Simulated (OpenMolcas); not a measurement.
## Setting up triplet SnF4 in OpenMolcas

The species is SnF4 (5 atoms), meant as a triplet with charge 0. As SMILES of the parent species, `[F][Sn]([F])([F])[F]`. Geometry: relaxed at PBE0-D4/def2-TZVP. That shape belongs to the parent species and isn't relaxed for this state.

```xyz
5

F     0.1303   -0.8714    1.6567
Sn    0.0099   -0.0147   -0.0083
F    -1.2854    1.3400    0.0781
F    -0.4776   -1.2638   -1.3208
F     1.6725    0.7362   -0.4472
```

Settings wanted:

| Setting | Value |
| --- | --- |
| method | DFT |
| reference | UKS |
| relativity | none |
| basis set | def2-SVP |
| task | energy |
| functional | r2SCAN |
| nucleus | point |
| integration grid | UltraFine |
| SCF convergence threshold | 1e-10 |

Q: Write the OpenMolcas 26.06 input and the command.

A: One that was run (others would do as well):

calc.inp:
```
>>> EXPORT MOLCAS_PRINT=2

&GATEWAY
 BasLib=$CurrDir
 Coord
 5
 angstrom
 F        0.130300      -0.871400       1.656700
 Sn       0.009900      -0.014700      -0.008300
 F       -1.285400       1.340000       0.078100
 F       -0.477600      -1.263800      -1.320800
 F        1.672500       0.736200      -0.447200
 Basis=def2-SVP
 Group=NoSym

&SEWARD
 GridInput
 Grid=UltraFine
 End of Grid

&SCF
 UHF
 Spin=3
 KSDFT=2
 1.0 MGGA_X_R2SCAN
 1.0 MGGA_C_R2SCAN
 Thresholds=1e-10 1e-07 1e-07 1e-05
 PrOrbitals=1 2
```

```bash
$ export MOLCAS_MEM=1860
$ pymolcas calc.inp > calc.log
```

(Basis files named in the input come from the Basis Set Exchange and aren't shown.)

Calculated total energy: -613.12996 Eh.
